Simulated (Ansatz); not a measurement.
Gas-phase electronic energies from Ansatz, PBE0-D4/def2-TZVP geometries. CBS: MP2 limit from def2 TZ/QZ plus the TZ coupled-cluster correction, frozen cores. This one scheme is used for every species. Functionals use def2-TZVPP. Each species was taken in one conformer, which may not be the lowest.

Reaction (cleavage of the P–Si bond): `CCO[SiH2]P` + `N=C=O` → `O=C=NP` + `CCO[SiH3]`

Is it downhill or uphill in electronic energy at CCSD(T)/CBS, and by how much? (Best estimate.)

The calculation gave: Uphill: ΔE = +0.37 eV.

What do these levels give: PBE-D4, PBE0, HF/def2-TZVPP, SCS-MP2/def2-TZVPP, CCSD/def2-TZVPP, HF/CBS(def2)? (An estimate is asked.)

Computed: PBE-D4 0.45, PBE0 0.40, HF/def2-TZVPP 0.10, SCS-MP2/def2-TZVPP 0.24, CCSD/def2-TZVPP 0.32, HF/CBS(def2) 0.09 eV.

Largest T1 diagnostic among the species: 0.018.

The D4 term adds +0.04 eV with B3LYP and +0.02 eV with PBE0; it sums over pairs of atoms, weighted by their polarisabilities, and B3LYP, whose exchange is more repulsive, gets the larger term. In def2-TZVPP, CCSD(T) changes the Hartree–Fock value by +0.25 eV (the triples alone add +0.03 eV) and MP2 by +0.22 eV.

B3LYP here is the variant with VWN-RPA as its local correlation; programs differ in this.
